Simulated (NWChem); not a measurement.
# CH4OSTe; SMILES O(C)[Te]S

```xyz
8

Te    -0.6490     0.0124    -0.0365
O      0.4572    -1.5391     0.5584
C      1.4188    -2.0361    -0.3364
H      2.2227    -1.3033    -0.5336
H      1.8728    -2.9207     0.1397
H      0.9860    -2.3448    -1.3062
S      0.9756     1.7729    -0.0097
H      0.8873     2.0887     1.3041
```
Atoms are numbered in this order, from 1.

Results from NWChem. All runs use the structure optimised with PBE0/def2-SVP. def2 effective core potentials on Te; no spin-orbit coupling. Level M06-L/def2-SVP: energy and gradient on several grids; changes count from the extra-fine grid, which is no exact limit either.

```json
[
 {"grid": "xcoarse", "size of the energy change (μHa)": "10000", "largest change of a gradient component (μHa/bohr)": "3000", "time, medium = 1 (rough)": "about 1"},
 {"grid": "coarse", "size of the energy change (μHa)": "30", "largest change of a gradient component (μHa/bohr)": "900", "time, medium = 1 (rough)": "about 1"},
 {"grid": "medium", "size of the energy change (μHa)": "20", "largest change of a gradient component (μHa/bohr)": "300", "time, medium = 1 (rough)": "about 1"},
 {"grid": "fine", "size of the energy change (μHa)": "< 10", "largest change of a gradient component (μHa/bohr)": "70", "time, medium = 1 (rough)": "about 1"},
 {"grid": "xfine", "size of the energy change (μHa)": "< 10", "largest change of a gradient component (μHa/bohr)": "< 30", "time, medium = 1 (rough)": "2"}
]
```
